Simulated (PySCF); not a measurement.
AlClFH3OSi, SMILES [F][Al]([Cl])[O][SiH3]. Atoms are numbered in the order given.

```xyz
8

Al    -0.0683     0.5264     0.5313
Cl     1.2674     1.9885    -0.1092
F     -0.9153     0.8001     1.9260
O     -0.2944    -0.8937    -0.3246
Si    -0.5771    -2.3176    -1.1211
H     -1.8762    -2.8998    -0.6796
H      0.5187    -3.2829    -0.8228
H     -0.6284    -2.0697    -2.5898
```

Geometry: B3LYP-D3(BJ)/def2-SVP. The structure was generated by enumeration; whether it is a known compound was not checked. Other conformers were not sampled.

These are PBE/pcSseg-1 (PySCF) values and carry that method's errors.

GIAO shieldings, no solvent; atoms alike by connectivity are averaged. δ = σ(ref) − σ: ³⁵Cl against HCl (σ = 936.5 ppm); ¹⁹F against CFCl3 (σ = 133.6 ppm); ¹⁷O against H2O (σ = 334.3 ppm); ²⁹Si against TMS (σ = 335.4 ppm); ¹H against TMS (σ = 31.49 ppm), references at their B3LYP-D3(BJ)/def2-TZVP geometries, non-relativistic (without spin–orbit terms, shifts of atoms bonded to Cl or Br come out too high).

Computed chemical shifts:
```json
[
 {"nucleus": "³⁵Cl", "atoms": "Cl2", "count": "1", "δ (ppm)": "-59.3"},
 {"nucleus": "¹⁹F", "atoms": "F3", "count": "1", "δ (ppm)": "-195.1"},
 {"nucleus": "¹⁷O", "atoms": "O4", "count": "1", "δ (ppm)": "29.2"},
 {"nucleus": "²⁹Si", "atoms": "Si5", "count": "1", "δ (ppm)": "-35.7"},
 {"nucleus": "¹H", "atoms": "H6, H7, H8", "count": "3", "δ (ppm)": "5.60"}
]
```
